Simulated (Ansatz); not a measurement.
`O[SiH]([SiH3])S` + `OB1CN1` → `O[SiH2][SiH](O)S` + `B1CN1`  (redistribution)

Gas-phase electronic energies from Ansatz, PBE0-D4/def2-TZVP geometries. CCSD(T)/CBS adds triple-zeta CCSD(T) − MP2 to the extrapolated MP2 energy (def2 sets, frozen cores). This one scheme is used for every species. DFT in def2-TZVPP. B3LYP here is the variant with VWN-RPA as its local correlation; programs differ in this. One conformer a species, not always the lowest.

(1) Is it downhill or uphill in electronic energy at CCSD(T)/CBS, and by how much? (An estimate is asked.)

(2) What do these levels give: r2SCAN-D4, PBE0-D4, B3LYP-D4, ωB97X-V, ωB97M-V, B2PLYP, r2SCAN, B3LYP, HF/def2-TZVPP, SCS-MP2/def2-TZVPP, CCSD/def2-TZVPP, HF/def2-QZVPP? (Estimate.)

Largest T1 diagnostic among the species: 0.013.

Results:

(1) Computed: Uphill: ΔE = +13.9 kJ/mol.

(2) The calculation gave: r2SCAN-D4 19.8, PBE0-D4 22.9, B3LYP-D4 17.8, ωB97X-V 16.7, ωB97M-V 16.7, B2PLYP 17.1, r2SCAN 20.3, B3LYP 20.1, HF/def2-TZVPP 18.4, SCS-MP2/def2-TZVPP 13.0, CCSD/def2-TZVPP 17.9, HF/def2-QZVPP 17.7 kJ/mol.
